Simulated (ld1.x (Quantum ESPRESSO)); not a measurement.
## Building the RRKJ potential for molybdenum (Mo) (PBE, scalar-relativistic).

Input for ld1.x (Quantum ESPRESSO) 7.5:

```
&input
   title='Mo', zed=42., rel=1, dft='PBE', iswitch=3,
   config='[Kr] 4d5 5s0 5p1',
   nld=3, rlderiv=2.15, eminld=-7.0, emaxld=5.0, deld=0.02
 /
 &inputp
   pseudotype=2, tm=.false., rho0=0.02, lloc=-2, rcloc=1.15,
   nlcc=.false.,
   file_pseudopw='Mo.UPF', file_wfcaegen='ae.wfc', file_wfcncgen='nc.wfc', file_beta='beta', file_chi='chi'
 /
3
4S  1  0   2.00   0.00  1.45  1.45  0.0
4P  2  1   6.00   0.00  1.95  1.95  0.0
4D  3  2   5.00   0.00  1.95  1.95  0.0
 &test
   configts(1)='4s2 4p6 4d5 5s0 5p1'
 /
```

Command:

```bash
ld1.x < Mo.in > Mo.out
```

Output (shortened: banner, matrices, multipoles, cross overlaps and the repeated all-electron block are left out):

```
Program LD1 v.7.5
     --------------------------- All-electron run ----------------------------

     Mo
     scalar relativistic calculation

     atomic number is 42.00
     dft =PBE   lsd =0 sic =0 latt =0  beta=0.20 tr2=1.0E-14
     Exchange-correlation= PBE
                           (   1   4   3   4   0   0   0)
     mesh =1229 r(mesh) = 100.71859 a.u. xmin = -7.00 dx = 0.01250
     1 Ry =  13.60569312 eV, c = 137.03599908

     n l     nl                  e(Ry)          e(Ha)          e(eV)
     1 0     1S 1( 2.00)     -1457.0402      -728.5201    -19824.0419
     2 0     2S 1( 2.00)      -205.8649      -102.9325     -2800.9351
     2 1     2P 1( 6.00)      -184.0461       -92.0230     -2504.0741
     3 0     3S 1( 2.00)       -35.1217       -17.5609      -477.8556
     3 1     3P 1( 6.00)       -27.9711       -13.9856      -380.5664
     4 0     4S 1( 2.00)        -4.8296        -2.4148       -65.7103
     4 1     4P 1( 6.00)        -2.9299        -1.4649       -39.8628
     3 2     3D 1(10.00)       -16.3385        -8.1693      -222.2971
     4 2     4D 1( 5.00)        -0.3698        -0.1849        -5.0311
     5 0     5S 1( 0.00)        -0.3663        -0.1832        -4.9840
     5 1     5P 1( 1.00)        -0.1282        -0.0641        -1.7437

     final scf error:  5.5E-15 reached in  28 iterations

     Etot =   -8097.013001 Ry,   -4048.506501 Ha, -110165.474110 eV

     Ekin =    8348.716882 Ry,    4174.358441 Ha,  113590.079864 eV
     Encl =  -19510.010054 Ry,   -9755.005027 Ha, -265447.209623 eV
     Eh   =    3311.119460 Ry,    1655.559730 Ha,   45050.075270 eV
     Exc  =    -246.839289 Ry,    -123.419645 Ha,   -3358.419620 eV

     normalization and overlap integrals

     s(1S/1S) =  1.000000  <r> =   0.0352  <r2> =    0.0017  r(max) =   0.0229
     s(2S/2S) =  1.000000  <r> =   0.1537  <r2> =    0.0279  r(max) =   0.1303
     s(2P/2P) =  1.000000  <r> =   0.1340  <r2> =    0.0219  r(max) =   0.1041
     s(3S/3S) =  1.000000  <r> =   0.4289  <r2> =    0.2107  r(max) =   0.3819
     s(3P/3P) =  1.000000  <r> =   0.4306  <r2> =    0.2158  r(max) =   0.3771
     s(4S/4S) =  1.000000  <r> =   1.1079  <r2> =    1.3923  r(max) =   0.9874
     s(4P/4P) =  1.000000  <r> =   1.2379  <r2> =    1.7593  r(max) =   1.0777
     s(3D/3D) =  1.000000  <r> =   0.4153  <r2> =    0.2074  r(max) =   0.3246
     s(4D/4D) =  1.000000  <r> =   1.9498  <r2> =    4.7667  r(max) =   1.3838
     s(5S/5S) =  1.000000  <r> =   3.5100  <r2> =   14.1774  r(max) =   2.8931
     s(5P/5P) =  1.000000  <r> =   5.0773  <r2> =   30.2836  r(max) =   4.0041

     ------------------------ End of All-electron run ------------------------

     --------------------- Generating NC pseudopotential ---------------------

      Generating local potential from pseudized AE potential:
      Matching radius rcloc =   1.1500
      Enforcing V''(0)=0 (lloc=-2)

      Local pseudo, rcloc= 1.147 Estimated cut-off energy=    23.39 Ry

      Wfc   4S  rcut= 1.437  Estimated cut-off energy=       24.97 Ry
      Using 4 Bessel functions for this wfc, rho(0) = 0.020
      This function has    0 nodes for 0 < r <    1.437

      Wfc   4P  rcut= 1.939  Estimated cut-off energy=       48.88 Ry
      This function has    0 nodes for 0 < r <    1.939

      Wfc   4D  rcut= 1.939  Estimated cut-off energy=       61.92 Ry
      This function has    0 nodes for 0 < r <    1.939

     ------------------- End of pseudopotential generation -------------------

     Computing logarithmic derivative in   2.15674
     Computing logarithmic derivative in   2.15674
     Computing the partial wave expansion
     R is outside the sphere for l=    0 j= 0.00
     R is outside the sphere for l=    1 j= 0.00
     R is outside the sphere for l=    2 j= 0.00

     ---------------------- Testing the pseudopotential ----------------------

     Mo
     scalar relativistic calculation

     atomic number is 42.00   valence charge is 14.00
     dft =PBE   lsd =0 sic =0 latt =0  beta=0.20 tr2=1.0E-14
     mesh =1229 r(mesh) = 100.71859 xmin = -7.00 dx = 0.01250

     n l     nl             e AE (Ry)        e PS (Ry)    De AE-PS (Ry)
     1 0     4S   1( 2.00)       -4.82962       -4.82962        0.00000
     2 1     4P   1( 6.00)       -2.92986       -2.92986       -0.00000
     3 2     4D   1( 5.00)       -0.36978       -0.36978        0.00000
     2 0     5S   1( 0.00)       -0.36632       -0.37525        0.00893  !
     3 1     5P   1( 1.00)       -0.12816       -0.13073        0.00258

     eps = 8.0E-15  iter = 33

     Etot =   -8097.013001 Ry,   -4048.506501 Ha, -110165.474110 eV
     Etotps =  -135.745410 Ry,     -67.872705 Ha,   -1846.910397 eV

     Ekin =      45.125205 Ry,      22.562603 Ha,     613.959697 eV
     Encl =    -291.434974 Ry,    -145.717487 Ha,   -3965.174822 eV
     Ehrt =     111.081390 Ry,      55.540695 Ha,    1511.339307 eV
     Ecxc =     -15.211564 Ry,      -7.605782 Ha,    -206.963871 eV
     Epseu=      14.694532 Ry,       7.347266 Ha,     199.929292 eV

     ---------------------- End of pseudopotential test ----------------------
```

Generation and configuration tests took about 3.4 s on one core of a shared server CPU.

Transferability test of the new file with ld1.x, input:

```
&input
   title='Mo', zed=42., rel=1, dft='PBE', iswitch=2,
   config='[Kr] 4d5 5s0 5p1'
 /
 &test
   file_pseudo='Mo.UPF', nconf=8,
   configts(1)='4s2 4p6 4d5 5s0 5p1',
   configts(2)='4s2 4p6 4d5 5s1 5p0',
   configts(3)='4s2 4p6 4d5 5s0 5p0',
   configts(4)='4s2 4p6 4d4 5s0 5p0',
   configts(5)='4s2 4p6 4d4 5s1 5p1',
   configts(6)='4s2 4p5 4d5 5s1 5p0',
   configts(7)='4s2 4p6 4d4 5s1 5p0',
   configts(8)='4s2 4p6 4d4 5s2 5p0'
 /
```

```bash
ld1.x < Mo.test.in > Mo.test.out
```

Pseudopotential blocks of its output, shortened (energy terms left out):

```
     ---------------------- Testing the pseudopotential ----------------------

     n l     nl             e AE (Ry)        e PS (Ry)    De AE-PS (Ry)
     1 0     4S   1( 2.00)       -4.82962       -4.82962        0.00000
     2 1     4P   1( 6.00)       -2.92986       -2.92986       -0.00000
     3 2     4D   1( 5.00)       -0.36978       -0.36978        0.00000
     2 0     5S   1( 0.00)       -0.36632       -0.37525        0.00893  !
     3 1     5P   1( 1.00)       -0.12816       -0.13073        0.00258

     eps = 9.5E-15  iter = 33

     Etot =   -8097.013001 Ry,   -4048.506501 Ha, -110165.474109 eV
     Etotps =  -135.745410 Ry,     -67.872705 Ha,   -1846.910398 eV

     ---------------------- End of pseudopotential test ----------------------

          ---------------------- Testing the pseudopotential ----------------------

     n l     nl             e AE (Ry)        e PS (Ry)    De AE-PS (Ry)
     1 0     4S   1( 2.00)       -4.72938       -4.72717       -0.00221
     2 1     4P   1( 6.00)       -2.82861       -2.82679       -0.00182
     3 2     4D   1( 5.00)       -0.27582       -0.27491       -0.00092
     2 0     5S   1( 1.00)       -0.30034       -0.30826        0.00793  !
     3 1     5P   1( 0.00)       -0.07669       -0.07880        0.00212

     eps = 4.0E-15  iter = 25

     Etot =   -8097.243804 Ry,   -4048.621902 Ha, -110168.614336 eV
     Etotps =  -135.982334 Ry,     -67.991167 Ha,   -1850.133908 eV
     dEtot_ae =      -0.230802 Ry
     dEtot_ps =      -0.236924 Ry,   Delta E=       0.006121 Ry

     ---------------------- End of pseudopotential test ----------------------

          ---------------------- Testing the pseudopotential ----------------------

     n l     nl             e AE (Ry)        e PS (Ry)    De AE-PS (Ry)
     1 0     4S   1( 2.00)       -5.22677       -5.23172        0.00494
     2 1     4P   1( 6.00)       -3.32867       -3.33334        0.00468
     3 2     4D   1( 5.00)       -0.76541       -0.76919        0.00378
     2 0     5S   1( 0.00)       -0.72238       -0.73572        0.01334  !
     3 1     5P   1( 0.00)       -0.43422       -0.44077        0.00655  !

     eps = 7.7E-15  iter = 31

     Etot =   -8096.737397 Ry,   -4048.368698 Ha, -110161.724320 eV
     Etotps =  -135.465327 Ry,     -67.732664 Ha,   -1843.099675 eV
     dEtot_ae =       0.275604 Ry
     dEtot_ps =       0.280083 Ry,   Delta E=      -0.004479 Ry

     ---------------------- End of pseudopotential test ----------------------

          ---------------------- Testing the pseudopotential ----------------------

     n l     nl             e AE (Ry)        e PS (Ry)    De AE-PS (Ry)
     1 0     4S   1( 2.00)       -6.08228       -6.08673        0.00445
     2 1     4P   1( 6.00)       -4.17108       -4.17585        0.00477
     3 2     4D   1( 4.00)       -1.53074       -1.53517        0.00443
     2 0     5S   1( 0.00)       -1.30116       -1.32109        0.01993  !
     3 1     5P   1( 0.00)       -0.93263       -0.94478        0.01215  !

     eps = 6.2E-15  iter = 30

     Etot =   -8095.600994 Ry,   -4047.800497 Ha, -110146.262764 eV
     Etotps =  -134.324746 Ry,     -67.162373 Ha,   -1827.581277 eV
     dEtot_ae =       1.412008 Ry
     dEtot_ps =       1.420664 Ry,   Delta E=      -0.008656 Ry

     ---------------------- End of pseudopotential test ----------------------

          ---------------------- Testing the pseudopotential ----------------------

     n l     nl             e AE (Ry)        e PS (Ry)    De AE-PS (Ry)
     1 0     4S   1( 2.00)       -5.03338       -5.02373       -0.00965  !
     2 1     4P   1( 6.00)       -3.12199       -3.11360       -0.00838  !
     3 2     4D   1( 4.00)       -0.50858       -0.50321       -0.00537  !
     2 0     5S   1( 1.00)       -0.42105       -0.42941        0.00836  !
     3 1     5P   1( 1.00)       -0.15369       -0.15580        0.00211

     eps = 4.7E-15  iter = 31

     Etot =   -8096.968939 Ry,   -4048.484469 Ha, -110164.874606 eV
     Etotps =  -135.712641 Ry,     -67.856320 Ha,   -1846.464543 eV
     dEtot_ae =       0.044063 Ry
     dEtot_ps =       0.032770 Ry,   Delta E=       0.011293 Ry

     ---------------------- End of pseudopotential test ----------------------

          ---------------------- Testing the pseudopotential ----------------------

     n l     nl             e AE (Ry)        e PS (Ry)    De AE-PS (Ry)
     1 0     4S   1( 2.00)       -5.59775       -5.59875        0.00100
     2 1     4P   1( 5.00)       -3.67238       -3.67482        0.00244
     3 2     4D   1( 5.00)       -1.01033       -1.00720       -0.00313
     2 0     5S   1( 1.00)       -0.82307       -0.83769        0.01462  !
     3 1     5P   1( 0.00)       -0.50063       -0.50767        0.00705  !

     eps = 7.9E-15  iter = 27

     Etot =   -8094.012300 Ry,   -4047.006150 Ha, -110124.647487 eV
     Etotps =  -132.749078 Ry,     -66.374539 Ha,   -1806.143219 eV
     dEtot_ae =       3.000701 Ry
     dEtot_ps =       2.996332 Ry,   Delta E=       0.004369 Ry

     ---------------------- End of pseudopotential test ----------------------

          ---------------------- Testing the pseudopotential ----------------------

     n l     nl             e AE (Ry)        e PS (Ry)    De AE-PS (Ry)
     1 0     4S   1( 2.00)       -5.46664       -5.46146       -0.00518  !
     2 1     4P   1( 6.00)       -3.55610       -3.55202       -0.00407
     3 2     4D   1( 4.00)       -0.93829       -0.93635       -0.00194
     2 0     5S   1( 1.00)       -0.80656       -0.81907        0.01251  !
     3 1     5P   1( 0.00)       -0.49297       -0.49861        0.00564  !

     eps = 4.6E-15  iter = 30

     Etot =   -8096.651146 Ry,   -4048.325573 Ha, -110160.550817 eV
     Etotps =  -135.391056 Ry,     -67.695528 Ha,   -1842.089163 eV
     dEtot_ae =       0.361855 Ry
     dEtot_ps =       0.354354 Ry,   Delta E=       0.007501 Ry

     ---------------------- End of pseudopotential test ----------------------

          ---------------------- Testing the pseudopotential ----------------------

     n l     nl             e AE (Ry)        e PS (Ry)    De AE-PS (Ry)
     1 0     4S   1( 2.00)       -4.93174       -4.91995       -0.01179  !
     2 1     4P   1( 6.00)       -3.02022       -3.01001       -0.01020  !
     3 2     4D   1( 4.00)       -0.41543       -0.40902       -0.00641  !
     2 0     5S   1( 2.00)       -0.35854       -0.36570        0.00716  !
     3 1     5P   1( 0.00)       -0.10539       -0.10686        0.00147

     eps = 6.0E-15  iter = 27

     Etot =   -8097.229206 Ry,   -4048.614603 Ha, -110168.415717 eV
     Etotps =  -135.978900 Ry,     -67.989450 Ha,   -1850.087189 eV
     dEtot_ae =      -0.216204 Ry
     dEtot_ps =      -0.233490 Ry,   Delta E=       0.017286 Ry

     ---------------------- End of pseudopotential test ----------------------
```
